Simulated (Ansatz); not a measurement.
`B[SiH2]COC` + H–F → `B[SiH2]F` + dimethyl ether  (ligand exchange at the Si–C bond)

Gas-phase electronic energies from Ansatz, PBE0-D4/def2-TZVP geometries. CCSD(T)/CBS is the MP2 limit (def2-TZVPP, def2-QZVPP) plus CCSD(T) − MP2 in def2-TZVPP, frozen cores. This one scheme is used for every species. DFT in def2-TZVPP. Each species was taken in one conformer, which may not be the lowest.

CCSD(T)/CBS gives -1.46 eV.

Problem. Another level gave -1.52 eV. Which?
A. PBE-D4/def2-TZVPP
B. ωB97X-V/def2-TZVPP
C. PBE0/def2-TZVPP
D. HF/def2-TZVPP

Solution. B. ωB97X-V -1.52, PBE0 -1.46, PBE-D4 -1.37, HF/def2-TZVPP -1.79 eV.

Largest T1 diagnostic among the species: 0.012.

In def2-TZVPP, CCSD(T) changes the Hartree–Fock value by +0.32 eV (the triples alone add +0.05 eV) and MP2 by +0.32 eV. The D4 term adds +0.09 eV with B3LYP and +0.05 eV with PBE0; it sums over pairs of atoms, weighted by their polarisabilities, and B3LYP, whose exchange is more repulsive, gets the larger term.

B3LYP here is the variant with VWN-RPA as its local correlation; programs differ in this.
